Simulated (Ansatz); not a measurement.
System: SiHBrF, charge 0, doublet. SiHBrF (SMILES F[SiH]Br, doublet).
B3LYP-D3(BJ)/def2-TZVP minimum from Ansatz (a first-principles code):
```xyz
4

Si    -0.7278     0.7720     0.6716
F      0.4220     1.6571     1.3536
Br     0.2233    -0.7363    -0.6673
H     -1.4249     0.0483     1.7710
```
Charge 0, spin multiplicity 2.

Total energies in hartree (Ansatz). UHF or UKS for unpaired electrons; spin-orbit terms are left out. Cores are frozen in correlated methods (noble-gas shells, and filled d and f shells in the p block). No relativity. Where a partner has so few electrons that a lower coupled-cluster level is exact, that level stands in. Spin-orbit terms, left out, reach several kcal/mol for Br and I, and more for heavier atoms.

| species | HF/def2-TZVPP | CCSD(T)/def2-TZVPP | HF/def2-QZVPP | CCSD(T)/def2-QZVPP | CCSD(T)/def2-SVP | CCSDT(Q)/def2-SVP |
|---|---|---|---|---|---|---|
| 1: SiHBrF (SMILES F[SiH]Br, doublet) | -2961.49981 | -2962.04918 | -2961.56344 | -2962.16325 | -2961.35466 | -2961.35629 |
| 2: Si (triplet) | -288.85084 | -288.92770 | -288.85873 | -288.93839 | -288.81556 | -288.81596 |
| 3: F (doublet) | -99.41180 | -99.62506 | -99.41589 | -99.65118 | -99.43472 | -99.43491 |
| 4: Br (doublet) | -2572.39810 | -2572.55635 | -2572.44770 | -2572.62201 | -2572.19581 | -2572.19614 |
| 5: H (doublet) | -0.49981 | -0.49981 | -0.49998 | -0.49998 | -0.49928 | -0.49928 |

### Question
Work out the atomisation energy (electronic, to ground-state atoms) in kJ/mol: take Hartree-Fock from def2-QZVPP, extrapolate the CCSD(T) correlation energy as X^-3 (X = 3, 4), and add CCSDT(Q) - CCSD(T) in def2-SVP. 1 hartree = 2625.5 kJ/mol.

### Answer

Species 1: correlation (64·(-0.59981) - 27·(-0.54937))/37 = -0.63662; step -0.00163; E1 = -2961.56344 + (-0.63662) + (-0.00163) = -2962.20169
Species 2: correlation (64·(-0.07966) - 27·(-0.07686))/37 = -0.08170; step -0.00040; E2 = -288.85873 + (-0.08170) + (-0.00040) = -288.94083
Species 3: correlation (64·(-0.23529) - 27·(-0.21326))/37 = -0.25137; step -0.00019; E3 = -99.41589 + (-0.25137) + (-0.00019) = -99.66745
Species 4: correlation (64·(-0.17431) - 27·(-0.15825))/37 = -0.18603; step -0.00033; E4 = -2572.44770 + (-0.18603) + (-0.00033) = -2572.63406
Species 5: correlation (64·(0.00000) - 27·(0.00000))/37 = 0.00000; step +0.00000; E5 = -0.49998 + (0.00000) + (+0.00000) = -0.49998
-1·E1 +1·E2 +1·E3 +1·E4 +1·E5 = 0.45937 hartree = 1206.1 kJ/mol.
